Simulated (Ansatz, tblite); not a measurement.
Removing an electron: In(H2S)H3 (InH5S). Total charge 0; singlet. Geometry: r2SCAN-D4/def2-TZVP. Ansatz, gas phase; energy differences of separate SCF runs; the oxidised species was run as a doublet alone.

Cartesian coordinates in Å:
```
In 0.482 -0.430 1.041
S -0.410 0.043 -1.623
H -1.650 0.410 -1.256
H 0.016 1.318 -1.651
H -0.413 -1.896 1.209
H -0.176 1.037 1.678
H 2.151 -0.482 0.602
```

In the def2 sets In takes a core potential; there is no spin–orbit coupling. The xTB rows come from tblite. Correlated methods freeze 9 core orbitals; core or outer-core shells of In are correlated, in sets that lack core-valence functions.

```csv
level,−HOMO (eV),vertical IE (eV),−LUMO (eV),HOMO–LUMO gap (eV)
GFN1-xTB,11.30,14.14,5.22,6.08
GFN2-xTB,11.18,14.04,6.72,4.47
HF/def2-TZVPP,–,9.28,–,–
r2SCAN-D4/def2-TZVP,6.75,9.68,1.15,5.59
PBE0-D4/def2-TZVP,7.63,9.79,0.68,6.95
MP2/def2-TZVPP,–,9.99,–,–
CCSD/def2-TZVPP,–,10.01,–,–
CCSD(T)/def2-TZVPP,–,9.98,–,–
```

Run but left out: PBE-D4/def2-TZVP (charge +1 doublet: an occupied level 0.16 eV above an empty one).  Raw xTB energy differences between charge states are shifted by several eV; the methods need an empirical correction for them.
